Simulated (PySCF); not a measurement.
# Hg(2+): ionisation energy

Hg(2+) [Xe] 4f14 5d10 (1S) → Hg(3+) [Xe] 4f14 5d9 (2D), as a difference of total energies. All numbers are calculated (PySCF 2.14, scalar relativity by spin-free X2C-1e, in x2c-TZVPPall with one added diffuse shell each of s, p, d, f type (12s8p8d4f1g, 113 functions)). Correlated levels: valence: [Xe] 4f14 frozen. The calculations carry no spin-orbit coupling.

| method | ionisation energy (eV) | plus first-order spin-orbit estimate | error of that sum (eV) |
| --- | --- | --- | --- |
| UHF | 33.524 | 32.697 | -1.793 |
| MP2 (valence) | 35.258 | 34.431 | -0.059 |
| SCS-MP2 (valence) | 35.088 | 34.261 | -0.229 |
| CCSD (valence) | 34.984 | 34.157 | -0.333 |
| CCSD(T) (valence) | 35.055 | 34.228 | -0.262 |

Reference: 34.49 ± 0.05 eV (measured; NIST Atomic Spectra Database, ionization energies).

A first-order spin-orbit estimate (lowest level to lowest level, LS coupling) adds -0.827 eV.

Errors of the correlated levels include the incompleteness of this basis and the frozen core.
